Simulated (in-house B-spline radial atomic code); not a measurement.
A radial electron density 4πr²n(r) was computed for an atom or ion in its tabulated ground configuration with an all-electron radial atomic-structure program (B-spline basis); method: non-relativistic B97-1, spin-polarised, spherical fractional occupations, exact exchange averaged over the configuration. Columns: r (bohr), 4πr²n(r) (electrons per bohr), bar.

```
 0.00329   0.4646 #
 0.00394    0.651 #
 0.00472   0.9083 ##
 0.00566    1.263 ###
 0.00678     1.74 ####
 0.00813    2.384 #####
 0.00974    3.229 #######
  0.0117    4.342 #########
   0.014    5.724 ############
  0.0168    7.455 ################
  0.0201    9.481 ####################
  0.0241    11.81 #########################
  0.0288    14.27 ##############################
  0.0346    16.77 ###################################
  0.0414    18.89 ########################################
  0.0496    20.37 ###########################################
  0.0595    20.88 ############################################
  0.0712    20.27 ##########################################
  0.0854    18.66 #######################################
   0.102    16.66 ###################################
   0.123    14.95 ###############################
   0.147    14.54 ##############################
   0.176    15.71 #################################
   0.211    18.07 ######################################
   0.253    20.35 ###########################################
   0.303    21.04 ############################################
   0.363    19.17 ########################################
   0.435    15.02 ###############################
   0.521     10.1 #####################
   0.625    6.209 #############
   0.748    4.502 #########
   0.897    4.621 ##########
    1.07    5.303 ###########
    1.29    5.416 ###########
    1.54     4.56 ##########
    1.85    3.075 ######
    2.22    1.671 ###
    2.66    0.728 ##
    3.18   0.2518 #
    3.81  0.06494 
    4.57  0.01173 
    5.47 0.001459
```

(1) Which atom or ion is it?
A. Ar2+
B. K+
C. Ar+
D. Ca3+

## Answers

(1) C. The area under the curve, ∫4πr²n dr = ∫r·4πr²n d(ln r) on this logarithmic grid, is 17 electrons; among the options with that count, the innermost peak, which lies near 1/Z bohr, picks Z = 18. The configuration is [Ne] 3s2 3p5.
